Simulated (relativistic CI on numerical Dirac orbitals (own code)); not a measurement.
## Line list: Forbidden lines, Ag XXVIII

Calculated at this level of theory: Dirac-Coulomb-Breit CI, KLI orbitals optimised for each configuration, model QED (radiative potential, 1s self-energy scaled to tabulated hydrogen-like ionisation energies), unscaled Slater integrals (own radial code, finite nucleus).

CI space (outside the closed core [Ne]): 3s²3p⁶3d², 3s²3p⁵3d³, 3s3p⁶3d³, 3s²3p⁶3d4s, 3s²3p⁶3d4p, 3s²3p⁶3d4d, 3s²3p⁶3d4f, 3s²3p⁵3d²4s, 3s²3p⁵3d²4p, 3s²3p⁵3d²4d, 3s²3p⁶4s², 3s3p⁶3d²4s, 3s²3p⁶4s4p, 3p⁶3d³4p, 3s3p⁶3d²4p, 3s²3p⁶3d5s, 3s²3p⁶4p², 3s²3p⁶4s4d, 3s²3p⁶3d5d, 3s²3p⁶3d5g, 3p⁶3d⁴, 3p⁵3d⁵, 3p⁶3d³4s, 3p⁵3d⁴4s, 3s3p⁶3d4s², 3s3p⁶4s²4p, 3s3p⁶4s²4d, 3s3p⁶4s²4f. Double excitations out of closed p, d and f shells are left out; levels of such configurations are missing from the list, as are those of other unlisted configurations, and high levels can miss mixing partners. These lack a partner that the ground configuration has and come out too high: 3s²3p⁵3d²4p, 3s²3p⁵3d²4d.

```
λ vac (nm)                Lower                   Upper  Type   A (s⁻¹)  log gf
    2.0877    3s²3p⁶3d² ³F3 [2]    3s²3p⁶3d4s ¹D2 [161]    E2  1.13e+08   -4.43
    2.0905  3s²3p⁵3d³ ⁵F°3 [13]  3s²3p⁵3d²4s ⁵G°5 [237]    E2  1.05e+08   -4.12
    2.0917    3s²3p⁶3d² ³F3 [2]    3s²3p⁶3d4s ³D3 [160]    E2  1.57e+08   -4.14
    2.0932  3s²3p⁵3d³ ⁵F°2 [10]  3s²3p⁵3d²4s ⁵G°4 [232]    E2  1.09e+08   -4.19
    2.0954    3s²3p⁶3d² ³F2 [1]    3s²3p⁶3d4s ³D2 [159]    E2  2.72e+08   -4.05
    2.0975    3s²3p⁶3d² ³F2 [1]    3s²3p⁶3d4s ³D1 [158]    E2  3.98e+08   -4.10
    2.1006  3s²3p⁵3d³ ⁵F°4 [14]  3s²3p⁵3d²4s ⁵G°5 [237]    E2  1.25e+08   -4.04
    2.1032  3s²3p⁵3d³ ⁵G°5 [18]  3s²3p⁵3d²4s ⁵G°6 [239]    E2  1.72e+08   -3.83
    2.1093    3s²3p⁶3d² ³F4 [4]    3s²3p⁶3d4s ³D3 [160]    E2  4.73e+08   -3.66
    2.1139    3s²3p⁶3d² ¹D2 [5]    3s²3p⁶3d4s ³D3 [160]    E2  1.07e+08   -4.30
    2.1158  3s²3p⁵3d³ ⁵G°6 [22]  3s²3p⁵3d²4s ⁵G°6 [239]    E2  3.23e+08   -3.55
    2.1191    3s²3p⁶3d² ³F3 [2]    3s²3p⁶3d4s ³D2 [159]    E2  2.55e+08   -4.07
    2.1192  3s²3p⁵3d³ ³I°7 [36]  3s²3p⁵3d²4s ³H°6 [257]    E2  3.40e+08   -3.53
    2.1212    3s²3p⁶3d² ³F3 [2]    3s²3p⁶3d4s ³D1 [158]    E2  2.45e+08   -4.30
    2.1244  3s²3p⁵3d³ ⁵G°5 [18]  3s²3p⁵3d²4s ⁵G°4 [232]    E2  2.07e+08   -3.90
    2.1256  3s²3p⁵3d³ ⁵G°6 [22]  3s²3p⁵3d²4s ⁵G°5 [237]    E2  1.59e+08   -3.93
    2.1371    3s²3p⁶3d² ³F4 [4]    3s²3p⁶3d4s ³D2 [159]    E2  2.57e+08   -4.06
    2.1375    3s²3p⁶3d² ¹G4 [7]    3s²3p⁶3d4s ¹D2 [161]    E2  6.25e+08   -3.67
    2.1419    3s²3p⁶3d² ¹D2 [5]    3s²3p⁶3d4s ³D2 [159]    E2  1.43e+08   -4.31
    2.1425    3s²3p⁶3d² ³P2 [8]    3s²3p⁶3d4s ¹D2 [161]    E2  3.55e+08   -3.91
```

Terms are leading LS components. Brackets give the number of a level in order of energy, since labels repeat. The list gives strong lines, with weight on those to low levels, among the lowest 400 of 1893 levels, so that lines to higher ones, which can be the strongest, are missing. Levels whose partners in the same complex of configurations lie outside the list can be far off, and so can their lines. Rates are taken at the computed energies, electric ones in the length gauge.

At this charge energies of transitions that change n are usually good to better than 1 %, and those within a shell (Δn = 0) to a few per cent. Terms inside the open d or f shell come out 10 to 20 % too wide with unscaled integrals.

LS names give the leading component of a level, which can be under half, so a name can repeat, a term be missing and a line seem to break the LS rules.
